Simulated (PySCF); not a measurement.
## Two-component Hartree-Fock for Nb⁺ (niobium, charge +1)

Start: [Kr] 4d4; 4d3/2 filled at m_j = -3/2, -1/2, +1/2, +3/2. Calculated with PySCF 2.14 in x2c-QZVPPall-2c: generalised Hartree-Fock with the X2C-1e Hamiltonian and a Gaussian nucleus; one run each with spin-orbit coupling (SO) switched off, then screened by Boettger's factors.

```json
{"spinor shell": "1s1/2", "electrons": "2", "ε, spin-free (eV)": "-19093.7", "ε, screened SO (eV)": "-19092.9", "weight of nominal j (screened SO)": "1.000", "rms radius, screened SO (bohr)": "0.0415"}
{"spinor shell": "2s1/2", "electrons": "2", "ε, spin-free (eV)": "-2749.7", "ε, screened SO (eV)": "-2749.4", "weight of nominal j (screened SO)": "1.000", "rms radius, screened SO (bohr)": "0.171"}
{"spinor shell": "2p1/2", "electrons": "2", "ε, spin-free (eV)": "-2449.5", "ε, screened SO (eV)": "-2515.6", "weight of nominal j (screened SO)": "1.000", "rms radius, screened SO (bohr)": "0.149"}
{"spinor shell": "2p3/2", "electrons": "4", "ε, spin-free (eV)": "-2449.5", "ε, screened SO (eV)": "-2418.3", "weight of nominal j (screened SO)": "1.000", "rms radius, screened SO (bohr)": "0.154"}
{"spinor shell": "3s1/2", "electrons": "2", "ε, spin-free (eV)": "-495.67", "ε, screened SO (eV)": "-495.58", "weight of nominal j (screened SO)": "1.000", "rms radius, screened SO (bohr)": "0.471"}
{"spinor shell": "3p1/2", "electrons": "2", "ε, spin-free (eV)": "-394.74", "ε, screened SO (eV)": "-405.89", "weight of nominal j (screened SO)": "1.000", "rms radius, screened SO (bohr)": "0.471"}
{"spinor shell": "3p3/2", "electrons": "4", "ε, spin-free (eV)": "-394.74", "ε, screened SO (eV)": "-389.43", "weight of nominal j (screened SO)": "1.000", "rms radius, screened SO (bohr)": "0.482"}
{"spinor shell": "3d3/2", "electrons": "4", "ε, spin-free (eV)": "-229.81", "ε, screened SO (eV)": "-231.74", "weight of nominal j (screened SO)": "0.977", "rms radius, screened SO (bohr)": "0.471"}
{"spinor shell": "3d5/2", "electrons": "6", "ε, spin-free (eV)": "-229.81", "ε, screened SO (eV)": "-228.42", "weight of nominal j (screened SO)": "0.985", "rms radius, screened SO (bohr)": "0.475"}
{"spinor shell": "4s1/2", "electrons": "2", "ε, spin-free (eV)": "-78.677", "ε, screened SO (eV)": "-78.647", "weight of nominal j (screened SO)": "1.000", "rms radius, screened SO (bohr)": "1.25"}
{"spinor shell": "4p1/2", "electrons": "2", "ε, spin-free (eV)": "-49.616", "ε, screened SO (eV)": "-53.877", "weight of nominal j (screened SO)": "0.666", "rms radius, screened SO (bohr)": "1.41"}
{"spinor shell": "4d3/2", "electrons": "4", "ε, spin-free (eV)": "-14.539", "ε, screened SO (eV)": "-14.545", "weight of nominal j (screened SO)": "0.527", "rms radius, screened SO (bohr)": "2.20"}
```

Question: Where does 4p3/2 lie, and what is the 4p spin-orbit splitting (screened SO)?

Answer: At -47.499 eV, 6.378 eV above 4p1/2.

```
   quantity    spin-free  screened SO
E (hartree)  -3816.85028  -3817.26081
        M_J            0            0
       ⟨J²⟩        4.053        3.866
       ⟨L²⟩        6.050        6.051
       ⟨S²⟩        6.003        5.996
```

The determinant has a definite M_J but mixes levels of different J.

Each row is a mean over spinors that exchange with the open shell spreads, by up to 4.613 eV (4p3/2).

Rows whose weight is well below 1 are mixtures of j = l ± 1/2: exchange outweighs spin-orbit coupling there, and the label is only the starting occupation.

Breit and QED terms are absent; they matter most for the inner s and p1/2 levels.

Densities and radii are taken from the X2C orbitals without a picture-change correction, which distorts them close to the nucleus.

Without spin-orbit coupling the j labels of p, d and f shells carry no meaning; the spin-free column gives the mean over the occupied spinors of each nl shell, and its ⟨J²⟩ belongs to a mixture of degenerate components.
